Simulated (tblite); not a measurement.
Record of a relaxation.

Compound: C6H9Cl.
Atom-mapped SMILES: `[CH3:1][C@:2]1([Cl:3])[CH2:4][C:5]12[CH2:6][CH2:7]2` (hydrogens: H8, H9, H10 on C1; H11, H12 on C4; H13, H14 on C6; H15, H16 on C7)

Computed with GFN2-xTB (tblite), gas phase: L-BFGS steps from a force-field or distance-geometry start until the largest atomic force falls under 0.01 eV/Å. 5 of its 32 geometries are shown.

Step 0: E = -596.9166 eV, largest atomic force 1.219 eV/Å
```
atom  x, y, z in Å  |  force x, y, z in eV/Å
C1     -1.862    0.118   -0.698   -1.021   0.294  -0.436
C2     -0.907   -0.384    0.314    0.604   0.500   0.933
Cl3    -1.288   -1.978    1.009   -0.064   0.207  -0.172
C4     -0.234    0.622    1.277   -0.684  -0.471   0.874
C5      0.513   -0.031    0.217    0.153  -0.191  -0.495
C6      1.786   -0.731    0.102    0.748   0.151  -0.216
C7      1.425    0.422   -0.845    0.448  -0.435   0.227
H8     -1.583    1.116   -1.066    0.077  -0.393   0.201
H9     -2.870    0.198   -0.266    0.191  -0.032  -0.119
H10    -1.921   -0.559   -1.550    0.029   0.015   0.007
H11    -0.486    1.661    1.182   -0.132   0.197   0.010
H12    -0.045    0.295    2.305   -0.180   0.163  -0.389
H13     2.538   -0.541    0.871   -0.190  -0.124  -0.317
H14     1.798   -1.736   -0.302    0.019   0.128   0.077
H15     1.191    0.173   -1.866    0.046   0.047  -0.073
H16     1.938    1.363   -0.697   -0.044  -0.056  -0.112
```

Step 8: E = -597.0133 eV, largest atomic force 0.096 eV/Å
```
atom  x, y, z in Å  |  force x, y, z in eV/Å
C1     -1.898    0.119   -0.693    0.062   0.009  -0.002
C2     -0.905   -0.353    0.337   -0.045   0.008   0.016
Cl3    -1.312   -1.952    0.984   -0.018  -0.033   0.020
C4     -0.255    0.620    1.300   -0.062  -0.009  -0.017
C5      0.527   -0.026    0.216   -0.018   0.003   0.039
C6      1.819   -0.729    0.087    0.028   0.030  -0.039
C7      1.458    0.406   -0.848    0.047  -0.006  -0.008
H8     -1.580    1.094   -1.052   -0.068   0.058  -0.035
H9     -2.900    0.195   -0.273    0.070  -0.010   0.009
H10    -1.923   -0.569   -1.537   -0.028  -0.019   0.024
H11    -0.517    1.665    1.206    0.000  -0.015   0.019
H12    -0.084    0.300    2.318   -0.022  -0.009  -0.015
H13     2.569   -0.555    0.846    0.007   0.004  -0.043
H14     1.821   -1.738   -0.304   -0.014   0.050   0.004
H15     1.218    0.173   -1.876    0.011  -0.027   0.037
H16     1.955    1.357   -0.723    0.049  -0.033  -0.009
```

Step 16: E = -597.0171 eV, largest atomic force 0.025 eV/Å
```
atom  x, y, z in Å  |  force x, y, z in eV/Å
C1     -1.896    0.121   -0.695    0.010  -0.002   0.009
C2     -0.902   -0.350    0.333   -0.004   0.007   0.001
Cl3    -1.321   -1.949    0.982    0.012  -0.002  -0.011
C4     -0.263    0.620    1.303    0.012   0.006  -0.012
C5      0.531   -0.020    0.223   -0.001   0.007   0.002
C6      1.824   -0.726    0.087   -0.003   0.002  -0.005
C7      1.463    0.406   -0.847    0.016  -0.003  -0.001
H8     -1.599    1.101   -1.063    0.001  -0.004  -0.008
H9     -2.892    0.193   -0.262    0.004  -0.013  -0.002
H10    -1.928   -0.574   -1.533   -0.020   0.008   0.005
H11    -0.526    1.665    1.214    0.002  -0.004   0.010
H12    -0.099    0.293    2.320   -0.010  -0.002  -0.012
H13     2.584   -0.552    0.835   -0.010  -0.013  -0.006
H14     1.817   -1.732   -0.307    0.000   0.001   0.025
H15     1.221    0.164   -1.872   -0.010   0.011   0.013
H16     1.977    1.349   -0.730    0.000  -0.001  -0.008
```

Step 23: E = -597.0176 eV, largest atomic force 0.013 eV/Å
```
atom  x, y, z in Å  |  force x, y, z in eV/Å
C1     -1.896    0.121   -0.696   -0.005  -0.003   0.000
C2     -0.899   -0.347    0.330    0.002   0.004   0.000
Cl3    -1.314   -1.948    0.976    0.011  -0.005  -0.006
C4     -0.263    0.621    1.303    0.004  -0.001   0.000
C5      0.534   -0.016    0.223    0.001   0.003   0.002
C6      1.824   -0.726    0.088   -0.008   0.001   0.005
C7      1.467    0.406   -0.847   -0.002  -0.004   0.002
H8     -1.602    1.100   -1.068   -0.006  -0.003   0.005
H9     -2.890    0.189   -0.257   -0.003   0.012  -0.001
H10    -1.935   -0.574   -1.532    0.003  -0.005   0.000
H11    -0.527    1.667    1.218    0.001  -0.007   0.001
H12    -0.103    0.289    2.319    0.001   0.005  -0.003
H13     2.585   -0.554    0.835   -0.006   0.001  -0.004
H14     1.814   -1.734   -0.300   -0.004   0.010   0.000
H15     1.216    0.166   -1.870    0.009   0.002   0.000
H16     1.984    1.349   -0.733    0.002  -0.010  -0.002
```

Step 31: E = -597.0177 eV, largest atomic force 0.009 eV/Å
```
atom  x, y, z in Å  |  force x, y, z in eV/Å
C1     -1.899    0.121   -0.695   -0.004   0.003  -0.003
C2     -0.899   -0.346    0.329    0.007   0.002  -0.005
Cl3    -1.303   -1.952    0.969   -0.003  -0.002   0.002
C4     -0.264    0.622    1.303   -0.002   0.000   0.001
C5      0.533   -0.012    0.222    0.006   0.002   0.004
C6      1.822   -0.726    0.089   -0.001   0.000   0.001
C7      1.469    0.406   -0.847   -0.003   0.001   0.002
H8     -1.606    1.099   -1.070    0.005   0.002   0.001
H9     -2.892    0.193   -0.255   -0.001  -0.002   0.005
H10    -1.939   -0.576   -1.530   -0.003  -0.003   0.001
H11    -0.528    1.667    1.220   -0.006  -0.003   0.000
H12    -0.104    0.290    2.319    0.005   0.003  -0.005
H13     2.583   -0.553    0.836   -0.005  -0.005   0.000
H14     1.809   -1.734   -0.297    0.001   0.002  -0.001
H15     1.219    0.166   -1.870    0.005  -0.001  -0.002
H16     1.990    1.346   -0.734   -0.001   0.000   0.001
```

Q: Summarise the path.

A: The energy falls by 0.1012 eV from step 0 to step 31; nine tenths of that is first reached at step 6. It falls at every step. The largest force goes from 1.219 to 0.009 eV/Å. Among the bonds C2–C4 changes most (a near tie, within 0.001 Å, with another), from 1.547 to 1.514 Å; the atoms move by 0.043 Å rms after alignment.

Q: Follow the three bonds and two angles with the largest change from start to end.

A: 
| step | E above end (eV) | largest force (eV/Å) | C2–C4 (Å) | C4–C5 (Å) | C1–C2 (Å) | C1–C2–Cl3 (°) | C4–C5–C7 (°) |
| --- | --- | --- | --- | --- | --- | --- | --- |
| 0 | 0.1012 | 1.219 | 1.547 | 1.452 | 1.479 | 115.6 | 135.0 |
| 1 | 0.0465 | 0.478 | 1.530 | 1.471 | 1.507 | 114.6 | 135.5 |
| 3 | 0.0213 | 0.170 | 1.513 | 1.483 | 1.506 | 113.9 | 136.4 |
| 4 | 0.0176 | 0.160 | 1.511 | 1.482 | 1.504 | 113.6 | 136.5 |
| 5 | 0.0119 | 0.193 | 1.514 | 1.483 | 1.501 | 113.3 | 136.8 |
| 7 | 0.0057 | 0.103 | 1.516 | 1.484 | 1.504 | 112.5 | 136.9 |
| 8 | 0.0044 | 0.096 | 1.516 | 1.485 | 1.506 | 112.4 | 136.9 |
| 9 | 0.0032 | 0.079 | 1.515 | 1.485 | 1.507 | 112.3 | 137.0 |
| 11 | 0.0018 | 0.052 | 1.513 | 1.485 | 1.505 | 112.3 | 137.1 |
| 12 | 0.0015 | 0.043 | 1.513 | 1.485 | 1.504 | 112.3 | 137.2 |
| 13 | 0.0012 | 0.060 | 1.513 | 1.486 | 1.504 | 112.3 | 137.3 |
| 15 | 0.0007 | 0.027 | 1.513 | 1.486 | 1.505 | 112.1 | 137.5 |
| 16 | 0.0006 | 0.025 | 1.513 | 1.486 | 1.506 | 112.1 | 137.5 |
| 18 | 0.0005 | 0.022 | 1.513 | 1.485 | 1.505 | 112.0 | 137.6 |
| 19 | 0.0004 | 0.020 | 1.513 | 1.485 | 1.505 | 112.0 | 137.6 |
| 20 | 0.0003 | 0.019 | 1.513 | 1.485 | 1.505 | 112.0 | 137.7 |
| 22 | 0.0002 | 0.015 | 1.513 | 1.485 | 1.505 | 112.0 | 137.8 |
| 23 | 0.0002 | 0.013 | 1.513 | 1.486 | 1.505 | 112.0 | 137.8 |
| 24 | 0.0002 | 0.013 | 1.513 | 1.486 | 1.505 | 112.0 | 137.8 |
| 26 | 0.0001 | 0.015 | 1.514 | 1.485 | 1.505 | 112.0 | 137.9 |
| 27 | 0.0001 | 0.011 | 1.514 | 1.485 | 1.505 | 112.0 | 138.0 |
| 28 | 0.0000 | 0.012 | 1.514 | 1.485 | 1.505 | 112.0 | 138.0 |
| 30 | 0.0000 | 0.011 | 1.513 | 1.485 | 1.505 | 112.0 | 138.1 |
| 31 | 0.0000 | 0.009 | 1.514 | 1.485 | 1.505 | 112.0 | 138.1 |

What follows is the cost of the whole relaxation. On Arm Neoverse V2, one thread, no GPU (shared host), this took 0.15 s of wall time.
